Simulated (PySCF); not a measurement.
**Frontier levels across methods**

Species: C₄H₇FSi.
Structure used (PBE0-D3(BJ)/def2-SVP), in Å, numbered top down from 1:
```xyz
13
C4H7FSi angstrom
F      3.2434    0.5625   -1.0701
C      2.2731    0.4310   -0.1639
C      1.0242    0.1189   -0.5047
C     -0.0887   -0.0141    0.4516
C     -1.1288   -1.1319    0.2258
Si    -1.8294    0.5762    0.0337
H      2.6194    0.6131    0.8586
H      0.8188   -0.0417   -1.5694
H      0.2049    0.1220    1.5002
H     -1.3943   -1.7318    1.1028
H     -0.9814   -1.7455   -0.6703
H     -2.0825    1.0900   -1.3349
H     -2.6777    1.1494    1.1081
```

Basis pcSseg-1 throughout (PySCF), one geometry. Isolated species at its PBE0-D3(BJ)/def2-SVP geometry (one conformer only).

Problem. How do the orbital energies, the gap and the dipole change with the method?

Solution. 
```csv
method,kind,HOMO (eV),LUMO (eV),gap (eV),μ (D),SCF cycles
B97-2,global hybrid,-6.12,0.01,6.13,1.96,14
PBE0,global hybrid,-6.36,0.03,6.39,1.95,14
mPW1PW91,global hybrid,-6.39,0.03,6.42,1.99,14
BHandHLYP,global hybrid,-7.30,0.97,8.27,2.21,13
CAM-B3LYP,range-separated hybrid,-7.60,1.09,8.69,2.07,12
wB97X-D,range-separated hybrid,-8.15,1.75,9.90,2.06,13
LC-wPBE,range-separated hybrid,-8.89,2.18,11.08,2.06,14
```

The HOMO spans 2.77 eV, from B97-2 down to LC-wPBE, and the gap runs from 6.13 eV (B97-2) to 11.08 eV (LC-wPBE). Over the methods B97-2 (21 %), PBE0 (25 %), mPW1PW91 (25 %), BHandHLYP (50 %), a straight line through the gap against the share of exact exchange rises by 0.74 eV for each 10 % (correlation coefficient 1.000). The dipole ranges from 1.95 D (PBE0) to 2.21 D (BHandHLYP). This basis has no diffuse functions.
